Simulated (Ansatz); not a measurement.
`[F][W](=[S])([Cl])([Cl])[Cl]` and `[F][Mo](=[S])([Cl])([Cl])[Cl]` differ in one element.

Ansatz, PBE0-D4/def2-TZVP geometries, multiplicity 1. 

Elements past krypton have def2 core potentials.

| property | `[F][W](=[S])([Cl])([Cl])[Cl]` |
| --- | --- |
| size of the dipole moment (B3LYP/def2-TZVPP) / D | 1.03 |
| HOMO energy (B3LYP/def2-TZVPP) / eV | -8.66 |
| HOMO energy (PBE0/def2-TZVPP) / eV | -8.93 |
| HOMO energy (PBE/def2-TZVPP) / eV | -7.66 |
| ideal-gas entropy at 298 K and 1 bar (rigid rotor, harmonic PBE0-D4/def2-TZVP) / J/(mol·K) | 397 |
| zero-point energy (PBE0-D4/def2-TZVP) / kJ/mol | 21.7 |

Give the same properties after the change, and the shifts. (Estimate.)

The calculation gave: 
```csv
property,`[F][Mo](=[S])([Cl])([Cl])[Cl]`,shift
size of the dipole moment (B3LYP/def2-TZVPP) / D,1.64,0.61
HOMO energy (B3LYP/def2-TZVPP) / eV,-8.67,-0.01
HOMO energy (PBE0/def2-TZVPP) / eV,-8.94,-0.01
HOMO energy (PBE/def2-TZVPP) / eV,-7.64,0.02
"ideal-gas entropy at 298 K and 1 bar (rigid rotor, harmonic PBE0-D4/def2-TZVP) / J/(mol·K)",392,-5
zero-point energy (PBE0-D4/def2-TZVP) / kJ/mol,22.1,0.4
```

Dipoles are sizes alone; their direction can turn.

B3LYP here is the variant with VWN-RPA as its local correlation; programs differ in this.
